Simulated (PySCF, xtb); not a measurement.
ZrF3Cl, SMILES [F][Zr]([F])([F])[Cl], multiplicity 1.

Harmonic wavenumbers (cm⁻¹) from GFN2-xTB in xtb at its own minimum, in rising order: 130, 130, 138, 138, 141, 409, 527, 573, 574.

What does PBE-D3(BJ)/def2-SVP run with PySCF 2.14.0 give at its own minimum? (An estimate is asked for; the answer gives what the named calculation found.)

123, 123, 159, 159, 160, 405, 673, 692, 692. Paired by order, the mean absolute difference is 51 cm⁻¹ and the zero-point energies are 3.9 and 4.6 kcal/mol.
